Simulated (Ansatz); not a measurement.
Consider the ligand exchange at the Si–O bond: `N#CO[SiH3]` + `N=CCF` → `FC/C=N\[SiH3]` + `N#CO`.

Program: Ansatz. Geometries: PBE0-D4/def2-TZVP. ΔE: electronic, gas phase. CCSD(T)/CBS adds triple-zeta CCSD(T) − MP2 to the extrapolated MP2 energy (def2 sets, frozen cores). This one scheme is used for every species. Functionals use def2-TZVPP. Each species was taken in one conformer, which may not be the lowest.

```tsv
species	PBE0 energy (Eh)
`N#CO[SiH3]`	-459.13233
`N=CCF`	-233.02619
`FC/C=N\[SiH3]`	-523.61225
`N#CO`	-168.52252
```

Task: Work out ΔE.

Result: ΔE = (-523.61225) + (-168.52252) − (-459.13233) − (-233.02619) = 0.02375 Eh = +62.4 kJ/mol. CCSD(T)/CBS gives +67.7 kJ/mol.

Largest T1 diagnostic among the species: 0.014.

In def2-TZVPP, CCSD(T) changes the Hartree–Fock value by −9.5 kJ/mol (the triples alone add −1.8 kJ/mol) and MP2 by −10.2 kJ/mol. The D4 term adds −5.0 kJ/mol with B3LYP and −2.8 kJ/mol with PBE0; it sums over pairs of atoms, weighted by their polarisabilities, and B3LYP, whose exchange is more repulsive, gets the larger term.

B3LYP here is the variant with VWN-RPA as its local correlation; programs differ in this.
